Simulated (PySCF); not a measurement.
Run record: geometry optimisation, `Cl[BH-]1[NH2+][BH2-][NH2+]1`.

Computed with PBE0-D3(BJ)/def2-SVP geometry optimisation, gas phase (PySCF 2.14.0). Start geometry: GFN2-xTB. The input is one job of a driver script: a line of settings, then coordinates in Å.

Command:
```bash
OMP_NUM_THREADS=1 python probes_run.py task.json out
```

Input:
```
{"job": {"xc": "PBE0", "basis": "def2-SVP", "d3": "d3bj", "grid": 1, "shake": 0.01, "kind": "geom"}, "charge": 0, "multiplicity": 1}
Cl     0.288370    -2.406940     0.889450
B     -0.035880    -1.015510    -0.297630
N     -1.121010    -0.010580     0.258760
B      0.007730     1.155790     0.049930
N      1.110500     0.056060    -0.216060
H     -0.255770    -1.389190    -1.392700
H     -1.313710    -0.173750     1.243140
H     -1.955260     0.077200    -0.249050
H     -0.256990     1.769900    -0.913490
H      0.159170     1.795690     1.037650
H      1.682710     0.186790    -1.017900
H      1.729820    -0.073730     0.598860
```

Q: What does the run print?

A: 
```
step   0  E = -623.15384391  max force = 0.038912
step   1  E = -623.15830696  max force = 0.009457
step   2  E = -623.15849891  max force = 0.002430
step   3  E = -623.15851421  max force = 0.000431
step   4  E = -623.15851811  max force = 0.000272
optimisation converged
```

Energies in Eh; «max force» is the largest Cartesian gradient component in Eh/bohr.

Q: How much energy does the optimisation release, in kcal/mol?

A: E(step 0) − E(last step) = 0.004674 Eh, which is 2.9 kcal/mol.

Summary of the converged run: final energy -623.15852 Eh after 4 steps; dipole 1.22 D.

Q: Give the final coordinates.

A: 0.035 Å rms from the input after alignment:
```
atom  x, y, z in Å
Cl1   -0.4993   -2.0477    0.5555
B2    -0.7946   -0.6209   -0.5641
N3    -1.8838    0.3711    0.0112
B4    -0.7942    1.5329   -0.1610
N5     0.3556    0.4600   -0.4641
H6    -1.0257   -0.9374   -1.7105
H7    -2.1430    0.1707    0.9755
H8    -2.7316    0.4540   -0.5421
H9    -1.0304    2.2022   -1.1476
H10   -0.6021    2.1616    0.8618
H11    0.8979    0.5975   -1.3122
H12    0.9974    0.2947    0.3093
```

Time: 21 s wall; peak memory 0.46 GiB. Hardware: an Arm Neoverse V1 with one thread, no GPU, shared host with 32 logical CPUs at a one-minute load of 25.
Labels such as C1 count atoms from 1, the log's own numbers from 0.
